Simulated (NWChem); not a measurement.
System: C$_{2}$H$_{7}$NSe; SMILES CN(C)[SeH]

Parts of the log:

```
             Northwest Computational Chemistry Package (NWChem) 7.3.0
             --------------------------------------------------------

 CS  symmetry detected

                             Geometry "geometry" -> ""
                             -------------------------

 Output coordinates in angstroms (scale by  1.889725989 to convert to a.u.)

  No.       Tag          Charge          X              Y              Z
 ---- ---------------- ---------- -------------- -------------- --------------
    1 Se                  34.0000     0.04117075     0.97870707     0.00000000
    2 H                    1.0000    -1.37470529     1.39837607     0.00000000
    3 N                    7.0000    -0.30828778    -0.84623748     0.00000000
    4 C                    6.0000     0.08825040    -1.53083104    -1.21026226
    5 C                    6.0000     0.08825040    -1.53083104     1.21026226
    6 H                    1.0000    -0.34029464    -2.54810452    -1.19853426
    7 H                    1.0000     1.18704671    -1.63503465    -1.33694084
    8 H                    1.0000    -0.30979731    -1.00725167    -2.09024481
    9 H                    1.0000     1.18704671    -1.63503465     1.33694084
   10 H                    1.0000    -0.34029464    -2.54810452     1.19853426
   11 H                    1.0000    -0.30979731    -1.00725167     2.09024481

 Effective nuclear repulsion energy (a.u.)     271.1874668555

      Symmetry information
      --------------------

 Group name             Cs
 Group number              2
 Group order               2
 No. of unique centers     7

  pbe96 is a nonlocal functional; adding pw91lda local functional.

                                 NWChem DFT Module
                                 -----------------

 Summary of "ao basis" -> "ao basis" (spherical)
 ------------------------------------------------------------------------------
       Tag                 Description            Shells   Functions and Types
 ---------------- ------------------------------  ------  ---------------------
 Se                          6-31g*                 12       32   5s4p3d
 H                           6-31g*                  2        2   2s
 N                           6-31g*                  6       14   3s2p1d
 C                           6-31g*                  6       14   3s2p1d

      Symmetry analysis of basis
      --------------------------

        a'         54
        a"         34

            General Information
            -------------------
          SCF calculation type: DFT
          Wavefunction type:  closed shell.
          No. of atoms     :    11
          No. of electrons :    60
           Alpha electrons :    30
            Beta electrons :    30
          Charge           :     0
          Spin multiplicity:     1
          Use of symmetry is: on ; symmetry adaption is: on
          Maximum number of iterations: 150
          AO basis - number of functions:    88
                     number of shells:    44
          Convergence on energy requested:  1.00D-06
          Convergence on density requested:  1.00D-05
          Convergence on gradient requested:  5.00D-04

              XC Information
              --------------
          PerdewBurkeErnzerhof Exchange Functional  1.000
            Perdew 1991 LDA Correlation Functional  1.000 local
           PerdewBurkeErnz. Correlation Functional  1.000 non-local

             Grid Information
             ----------------
          Grid used for XC integration:  medium
          Radial quadrature: Mura-Knowles
          Angular quadrature: Lebedev.
          Tag              B.-S. Rad. Rad. Pts. Rad. Cut. Ang. Pts.
          ---              ---------- --------- --------- ---------
          Se                  1.15      112          10.0       590
          H                   0.35       45          11.0       434
          N                   0.65       49           8.0       434
          C                   0.70       49          10.0       434
          Grid pruning is: on
          Number of quadrature shells:   390
          Spatial weights used:  Erf1

      Superposition of Atomic Density Guess
      -------------------------------------

 Sum of atomic energies:       -2532.60721759

      Non-variational initial energy
      ------------------------------

 Total energy =   -2534.774959
 1-e energy   =   -4060.610343
 2-e energy   =    1254.647917
 HOMO         =      -0.240780
 LUMO         =       0.007845

      Symmetry analysis of molecular orbitals - initial
      -------------------------------------------------

  Numbering of irreducible representations:

     1 a'          2 a"

  Orbital symmetries:

     1 a'          2 a'          3 a'          4 a'          5 a"
     6 a'          7 a'          8 a"          9 a'         10 a'
    11 a'         12 a"         13 a'         14 a'         15 a"
    16 a'         17 a"         18 a'         19 a"         20 a'
    21 a'         22 a'         23 a'         24 a"         25 a"
    26 a'         27 a"         28 a'         29 a"         30 a'
    31 a'         32 a'         33 a'         34 a'         35 a"
    36 a'         37 a"         38 a'         39 a"         40 a"

     ---------------------------------------------
      Total Density - Mulliken Population Analysis
     ---------------------------------------------

[...]
```

Level: PBE/6-31G* (spherical d). Coordinates come from a PBE0/def2-SVP optimisation.

Task: Write an input that gives this output.

Result: Several could match; the one computed here: the input that was run:
```
start job
memory heap 200 mb stack 900 mb global 1100 mb
geometry units angstroms noautoz
  Se     0.002383     0.969778     0.069982
  H      0.003410     1.402667    -1.341908
  N      0.001445    -0.851819    -0.296525
  C     -1.209632    -1.539267     0.092516
  C      1.210891    -1.540913     0.094673
  H     -1.198205    -2.552493    -0.345521
  H     -1.337368    -1.653649     1.190176
  H     -2.088905    -1.011389    -0.301401
  H      1.336512    -1.655476     1.192560
  H      1.198862    -2.554131    -0.343366
  H      2.091582    -1.014235    -0.297679
end
basis spherical
  Se library 6-31g*
  H library 6-31g*
  N library 6-31g*
  C library 6-31g*
end
dft
  xc xpbe96 cpbe96
  iterations 150
  mulliken
end
task dft energy
```
